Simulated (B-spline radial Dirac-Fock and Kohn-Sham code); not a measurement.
Ti³⁺: K-LL lines in intermediate coupling

System: Ti³⁺ in the configuration 1s2 2s2 2p6 3s2 3p6 3d1, inside a Watson sphere of charge -3 and radius 2.2 Å (a model of the Madelung potential; inside it an electron's potential energy is raised by 19.6 eV).

Method: Dirac-Fock (average of configuration) total-energy differences with a finite nucleus, the Breit interaction including its frequency dependence, and self-energy and vacuum-polarisation corrections. Computed with a B-spline atomic structure program. The two-hole levels come from diagonalising the Coulomb interaction among the jj configurations; intensities are independent-particle Coulomb rates. Kinetic energies are from the vacuum level. The model has no electron correlation. Open outer shells are spectators and are not coupled to the holes.

| kinetic energy (eV) | J | leading jj holes (weight) | leading LS term (weight) | intensity (%) |
| --- | --- | --- | --- | --- |
| 3748.4 | 0 | L1L1 (0.98) | ¹S0 (0.98) | 6.1 |
| 3838.8 | 1 | L1L3 (0.58) | ¹P1 (0.99) | 20.4 |
| 3867.0 | 0 | L1L2 (1.00) | ³P0 (1.00) | 0.7 |
| 3869.2 | 1 | L1L2 (0.58) | ³P1 (0.99) | 2.0 |
| 3872.8 | 2 | L1L3 (1.00) | ³P2 (1.00) | 2.9 |
| 3941.2 | 0 | L2L2 (0.61) | ¹S0 (0.90) | 6.2 |
| 3953.3 | 2 | L2L3 (0.85) | ¹D2 (0.95) | 58.6 |
| 3961.6 | 0 | L3L3 (0.61) | ³P0 (0.92) | 0.5 |
| 3961.9 | 1 | L2L3 (1.00) | ³P1 (1.00) | 0.0 |
| 3966.5 | 2 | L3L3 (0.85) | ³P2 (0.95) | 2.7 |

The strongest line, by its leading LS label ¹D2, lies at 3953.3 eV. The mean weight of the leading component is 0.81 in jj and 0.97 in LS coupling, so LS labels describe these levels better.
